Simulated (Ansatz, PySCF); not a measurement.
BaI2, SMILES [I][Ba][I].

Geometry: B3LYP-D3(BJ)/def2-SVP. The def2 effective core potentials stand for the cores of Ba, I; spin–orbit coupling is left out.

Vertical ionisation energy (IE) and electron affinity (EA) in eV. Rows of orbital energies are one-electron estimates. Where ΔSCF, EOM or ADC give a negative EA the extra electron is unbound and the value depends on the basis.

```csv
level,IE,EA
"−ε(HOMO), −ε(LUMO), PBE0/def2-TZVPD (PySCF)",6.81,2.19
"−ε(HOMO), −ε(LUMO), PBE/def2-TZVPD (PySCF)",5.76,2.76
"ΔSCF, CAM-B3LYP/def2-SVPD (Ansatz), final states of multiplicity 2 and 2",8.80,1.21
"ΔSCF, PBE/def2-SVPD (Ansatz), final states of multiplicity 2 and 2",8.14,1.21
```

Problem. What vertical singlet–triplet gap does ΔSCF give with CAM-B3LYP/def2-SVPD (Ansatz, a program for electronic structure) and with PBE/def2-SVPD (Ansatz)? (The exact figures need the calculation; the answer reports its results.)

Solution. 4.03 and 3.36 eV (triplet above singlet where positive).
